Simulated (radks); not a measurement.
Initial-state core-level shifts of the selenium ion Se+ when its valence configuration changes from [Ar] 3d10 4s2 4p3. All-electron calculation, scalar-relativistic Kohn-Sham, PBE, spin-polarised, spherical densities, finite nucleus; open shells are filled with parallel spins first; Fermi nuclear charge, rms radius 4.14 fm. Program: a radial shooting solver on a logarithmic mesh with Libxc functionals. Shifts are changes of the shell-averaged eigenvalues in eV (positive: less bound); the change of the density at the nucleus, which sets a Mossbauer isomer shift, is in e/bohr^3, on a base of 4.028e+04.

valence	1s	2p	3s	3p	density at nucleus
3d10 4s1 4p4	-1.696	-1.648	-1.681	-1.672	-30.036
3d9 4s2 4p4	-14.740	-16.150	-12.757	-12.520	+15.880
3d9.5 4s2 4p3.5	-7.285	-7.970	-6.359	-6.239	+7.784
3d10 4p5	-3.583	-3.474	-3.524	-3.507	-60.859
3d9 4s1 4p5	-16.318	-17.692	-14.318	-14.071	-17.360
3d9 4p6	-17.937	-19.265	-15.917	-15.661	-52.309
